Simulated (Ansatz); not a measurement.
This geometry of CH7GaS (10 atoms, charge 0, multiplicity 1) is a first-order saddle point.

Computed with RKS r2SCAN-D4/def2-SVP (Ansatz).

```xyz
10
Properties=species:S:1:pos:R:3
Ga -0.050 0.248 -0.035
H -0.003 -0.278 1.608
C 1.720 0.075 -0.852
H 1.905 -0.971 -1.144
H 1.787 0.699 -1.757
H 2.513 0.383 -0.154
H -1.496 0.014 -0.549
S -0.171 2.390 1.250
H 1.172 2.498 1.366
H -0.086 0.834 1.759
```

(1) Which two structures does it join? (They come from a converged band through this point; their orientation in space is the band's.)

(2) How far does it lie above each of them?

## Answers

(1) Bonds broken: Ga1–H2, S8–H10. Bonds formed: H2–H10. CH7GaS becomes CH5GaS + H2.

Image 0:

```xyz
10
Properties=species:S:1:pos:R:3
Ga 0.111 -0.140 0.146
H 0.213 -0.805 1.571
C 1.740 0.017 -0.963
H 1.925 -0.945 -1.471
H 1.637 0.782 -1.748
H 2.639 0.243 -0.366
H -1.305 -0.061 -0.536
S 0.061 2.365 1.007
H 1.109 2.268 1.856
H -0.837 2.169 1.999
```

Image 10:

```xyz
10
Properties=species:S:1:pos:R:3
Ga -0.041 0.899 -0.256
H -0.043 -0.915 1.848
C 1.680 0.118 -0.769
H 1.633 -0.982 -0.775
H 1.937 0.444 -1.791
H 2.492 0.437 -0.098
H -1.461 0.367 -0.619
S -0.076 2.819 0.852
H 1.268 2.923 0.954
H -0.098 -0.218 2.147
```

(2) 12.2 kcal/mol above the first and 22.6 kcal/mol above the second. This is the barrier of this one path; another mechanism may lie lower. The orbitals stay closed-shell, which can raise the energy where a bond breaks towards radicals; this wasn't checked here.

The run took 2.4 min on 4 threads of Arm Neoverse V2, with other jobs on the host, peak memory 0.17 GiB.
